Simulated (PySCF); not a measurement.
## Dipole response of Se(3+) (selenium, charge +3)

[Ar] 3d10 4s2 4p1, 2P determinant. All numbers are calculated (PySCF 2.14, the spin-free X2C one-electron Hamiltonian (Gaussian nucleus), in x2c-TZVPPall with one added diffuse shell each of s, p, d type (7s6p5d1f, 57 functions)). Coupled (time-dependent) response in atomic units; α is the mean over directions.

| method | mean α (bohr³) | α xx, yy, zz | C₆ (like pair) | S(−4) |
| --- | --- | --- | --- | --- |
| UHF | 6.956 | 7.176, 6.515, 7.176 | 24.12 | 17.59 |
| PBE | 6.452 | 6.584, 6.187, 6.584 | 21.84 | 14.57 |
| PBE0 | 6.569 | 6.733, 6.241, 6.733 | 22.36 | 15.22 |
| r2SCANh | 6.605 | 6.772, 6.270, 6.772 | 23.06 | 14.79 |
| M06-2X | 6.337 | 6.536, 5.939, 6.536 | 20.83 | 14.57 |

S(−4) is the Cauchy moment in α(ω) = α(0) + S(−4) ω² + …

Spin-orbit coupling is absent.

α(iu) at PBE0:

| u (hartree) | α(iu) (bohr³) |
| --- | --- |
| 0 | 6.569 |
| 0.0500 | 6.531 |
| 0.100 | 6.421 |
| 0.200 | 6.016 |
| 0.300 | 5.452 |
| 0.500 | 4.222 |
| 0.750 | 2.974 |
| 1.00 | 2.139 |
| 1.50 | 1.235 |
| 2.00 | 0.8073 |
| 3.00 | 0.4316 |
| 5.00 | 0.1886 |

A single London oscillator, α(iu) = α/(1 + u²/ω²), gives C₆ = (3/4) ω α². Matching the computed C₆ needs ω = 4 × 22.36 / (3 × 6.569²) = 0.691 hartree.

For an ion, C₆ is the dispersion term alone; charge-induced terms of lower order in 1/R come first.

The components differ because the open shell of this determinant is not spherical; for a pure term their mean is the scalar polarisability.
